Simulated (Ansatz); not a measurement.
CH3BCl2, SMILES `ClBCCl`. Charge 0, multiplicity 1.

Cartesian coordinates in Å:
```
Cl 0.364 -1.729 -1.414
B -0.398 -0.734 -0.203
C 0.370 0.475 0.420
Cl -0.381 1.748 -0.613
H -1.522 -0.982 0.099
H 0.124 0.712 1.454
H 1.444 0.509 0.256
```

(1) What are the harmonic wavenumbers in cm⁻¹ at PBE0-D4/def2-TZVP (Ansatz, finite differences of forces, unscaled)? (Estimate.)

(2) Is this a minimum?

(3) Give the ideal-gas thermochemistry at 298.15 K and 1 bar (rigid rotor, harmonic oscillator; point group C1, symmetry number 1).

(4) And at 400, 500, 600, 800 and 1000 K?

## Answers

(1) The calculation gave: 73, 220, 316, 687, 717, 804, 896, 1010, 1090, 1154, 1239, 1458, 2677, 3113, 3185.

(2) Yes, all 15 modes are real.

(3) Zero-point energy 111.5 kJ/mol; H(298) − E = 127.1 kJ/mol; entropy 311.9 J/(mol·K), of which translation 165.9, rotation 110.2, vibration 35.9; G(298) − E = 34.1 kJ/mol. Modes under 100 cm⁻¹ are hindered rotations or soft bends, so the harmonic entropy is rough.

(4) 
```
T (K)  H − E (kJ/mol)  S (J/mol/K)  G − E (kJ/mol)
  400           135.2        335.2             1.1
  500           144.4        355.7           -33.4
  600           154.6        374.2           -69.9
  800           177.1        406.5          -148.1
 1000           201.7        433.9          -232.2
```
